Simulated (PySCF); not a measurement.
C$_{4}$H$_{5}$ (SMILES [CH-]=C1CC1), charge -1, singlet, at a GFN2-xTB geometry. Base run: PySCF with HF/6-31G.

The PySCF input:
```python
from pyscf import gto, scf, solvent

mol = gto.Mole()
mol.atom = '''
    C    -0.004777   -0.008469    0.427331
    C    -0.001740   -0.769514   -0.833853
    C     0.020257    0.754235   -0.884483
    C    -0.020486   -0.113090    1.733287
    H    -0.907818   -1.268940   -1.192104
    H     0.897518   -1.294348   -1.172425
    H     0.936283    1.226025   -1.251408
    H    -0.873917    1.251501   -1.271141
    H    -0.011584    0.906790    2.233392
'''
mol.basis = '6-31g'
mol.charge = -1
mol.spin = 0
mol.verbose = 3
mol.build()

mf = scf.RHF(mol)
mf.kernel()
```

Each row names what was changed in the base input (with any setting that the change needs).

```json
[
 {"change": "base", "ΔE vs base (kcal/mol)": "0.000", "HOMO-LUMO gap (eV)": "12.13"},
 {"change": "model = IEF-PCM; solvent = dimethylsulfoxide; vdw_scale = 1.1", "ΔE vs base (kcal/mol)": "-71.3", "HOMO-LUMO gap (eV)": "12.84"},
 {"change": "model = IEF-PCM; solvent = dimethylsulfoxide; vdw_scale = 1.0", "ΔE vs base (kcal/mol)": "-75.9", "HOMO-LUMO gap (eV)": "12.99"},
 {"change": "model = C-PCM; solvent = dimethylsulfoxide", "ΔE vs base (kcal/mol)": "-66.6", "HOMO-LUMO gap (eV)": "12.71"},
 {"change": "model = IEF-PCM; solvent = dimethylsulfoxide; lebedev_order = 41", "ΔE vs base (kcal/mol)": "-66.6", "HOMO-LUMO gap (eV)": "12.71"},
 {"change": "model = IEF-PCM; solvent = dimethylsulfoxide; lebedev_order = 11", "ΔE vs base (kcal/mol)": "-65.3", "HOMO-LUMO gap (eV)": "12.70"},
 {"change": "model = IEF-PCM; solvent = dimethylsulfoxide", "ΔE vs base (kcal/mol)": "-66.5", "HOMO-LUMO gap (eV)": "12.71"},
 {"change": "model = IEF-PCM; solvent = methanol", "ΔE vs base (kcal/mol)": "-65.8", "HOMO-LUMO gap (eV)": "12.70"},
 {"change": "model = IEF-PCM; solvent = dimethylsulfoxide; r_probe = 0.5", "ΔE vs base (kcal/mol)": "-54.24", "HOMO-LUMO gap (eV)": "12.45"},
 {"change": "model = IEF-PCM; solvent = acetonitrile", "ΔE vs base (kcal/mol)": "-66.0", "HOMO-LUMO gap (eV)": "12.70"},
 {"change": "model = IEF-PCM; solvent = chloroform", "ΔE vs base (kcal/mol)": "-52.40", "HOMO-LUMO gap (eV)": "12.57"},
 {"change": "model = ddCOSMO; solvent = dimethylsulfoxide", "ΔE vs base (kcal/mol)": "-63.9", "HOMO-LUMO gap (eV)": "12.66"}
]
```

The base is the gas phase, so ΔE is the electrostatic part of solvation at a fixed geometry, without cavity and dispersion terms.

The gas-phase anion may not be bound at this level, which the solvent then changes.
